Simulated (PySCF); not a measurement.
UHF on Fe²⁺ (iron, charge +2)

Configuration: [Ar] 3d5 4p1, high-spin 7P determinant (an excited configuration). Computed with PySCF 2.14 in def2-QZVPPD, with no relativity, point nucleus.

```json
{"Total energy": "-1261.343007 hartree", "One-electron energy": "-1719.5837 hartree", "Hartree (Coulomb) energy": "512.1609 hartree", "Exchange energy": "-53.9202 hartree", "Kinetic energy": "1261.31438 hartree", "⟨S²⟩": "12.0010", "⟨L²⟩": "2.002", "Sum of ⟨r⟩": "16.56 bohr", "Sum of ⟨r²⟩": "22.55 bohr²", "Traceless quadrupole moment −½Σ⟨3z² − r²⟩ along its main axis": "-3.79 e·bohr²", "Density at the nucleus (Gaussians lack the cusp)": "11800 bohr⁻³", "Spin density at the nucleus": "-1.41 bohr⁻³", "Langevin diamagnetic susceptibility": "-17.9 ×10⁻⁶ cm³/mol"}
```

```
shell  electrons  mean orbital energy (eV)  spread (eV)  rms radius, mean of both spins (bohr)
 1s α          1                   -7139.7            0                                 0.0685
 1s β          1                   -7139.6            0                                 0.0685
 2s α          1                   -899.16            0                                  0.292
 2s β          1                   -894.52            0                                  0.292
 2p α          3                   -776.14        0.095                                  0.261
 2p β          3                   -771.48        0.131                                  0.261
 3s α          1                   -146.48            0                                  0.872
 3s β          1                   -133.70            0                                  0.872
 3p α          3                   -108.76        0.089                                  0.923
 3p β          3                   -93.269        0.457                                  0.923
 3d α          5                   -46.323        0.249                                   1.08
 4p α          1                   -19.835            0                                   3.08
```

Spin-orbit constants ζ (cm⁻¹) from the X2C one-electron operator on these orbitals (non-relativistic here): bare nucleus, nucleus screened by l(l+1)(2l+1)/3 electrons, and screened by the Breit-Pauli mean field of the electrons.

```csv
shell,bare,screened nucleus,mean field
2p,67930,62710,n/a
3p,8497,7844,n/a
3d,860.5,529.5,n/a
4p,630.3,581.8,n/a
```

To first order the Landé constant is A = 96.96 cm⁻¹, so the lowest level has J = 2 and lies 0.0481 eV below the centre of the term. This holds in LS coupling only.
